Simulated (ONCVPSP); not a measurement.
# arsenic (As): variants of one ONCV potential

Base potential:

arsenic (As), optimised norm-conserving Vanderbilt (ONCV), made with ONCVPSP 4.0.1 (LDA (Perdew-Wang 92), fully relativistic). Core [Ar], reference 3d10 4s2 4p3. Waves: 4s: rc 1.40 bohr, ncon 3, nbas 8, qcut 3.9 1/bohr, 2 projectors, debl 0.8 Ha; 4p: rc 1.50 bohr, ncon 4, nbas 8, qcut 5.3 1/bohr, 1 projector; 3d: rc 0.60 bohr, ncon 4, nbas 7, qcut 15.4 1/bohr, 1 projector. Local part: polynomial inside 0.50 bohr (lpopt 5, dvloc0 -1 Ha). Core correction: none.

Open shells are filled in proportion to 2j + 1.

All-electron outer shells of the reference configuration (LDA (PZ), scalar-relativistic, ld1.x):

```csv
shell,level (eV),outermost node (bohr),outermost maximum (bohr)
3s,-189.50,0.25,0.52
3p,-133.41,0.22,0.52
3d,-40.89,–,0.47
4s,-14.70,0.73,1.61
4p,-5.35,0.78,1.97
```

Cutoffs, loose and tight: the cutoffs (Ha) at which the residual kinetic energy of the hardest occupied pseudo-wave falls to 1 and 0.1 mHa per electron. They do not see the model core or the augmentation charge, which bear on the density cutoff. Test errors are all-electron minus pseudo excitation energies from the reference, over the configurations 3d10 4s2 4p2; 3d10 4s2 4p1; 3d10 4s2 4p0; 3d10 4s1 4p4. A dash means not determined; rows that change the core or the reference have their own tests.

A true bound ghost makes a file unfit for plane-wave use even where its test errors are small: the radial tests pick states by their node count and pass the ghost by.

```tsv
change	outcome	cutoff, loose	cutoff, tight	bound ghosts	GHOST(+) flags above zero	largest test error (meV)
base	generated	487 Ha	655 Ha	s, p3/2, p1/2	s	+14
s: qcut 2.7; p: qcut 3.6; d: qcut 10.6	generated	534 Ha	832 Ha	s, p3/2, p1/2	none	+14
s: qcut 3.6; p: qcut 4.9; d: qcut 14.2	generated	502 Ha	683 Ha	s, p3/2, p1/2	s	+14
s: qcut 4.2; p: qcut 5.7; d: qcut 16.7	generated	467 Ha	599 Ha	s, p3/2, p1/2	s	+13
s: qcut 4.5; p: qcut 6.2; d: qcut 17.9	generated	442 Ha	519 Ha	s, p3/2, p1/2	s	+13
s: qcut 5.1; p: qcut 7; d: qcut 20.3	generated	220 Ha	472 Ha	s, p3/2, p1/2	s	+13
s: qcut 5.6; p: qcut 7.6; d: qcut 22.2	failed: ERROR pspot: first pseudo wave function has node, program will stop	–	–	–	–	–
```

Task: What comes out with this change to the base: s: qcut 3; p: qcut 4; d: qcut 11.7?

Result: outcome: generated; cutoff, loose: 525 Ha; cutoff, tight: 806 Ha; bound ghosts: s, p3/2, p1/2; GHOST(+) flags above zero: s; largest test error (meV): +14.
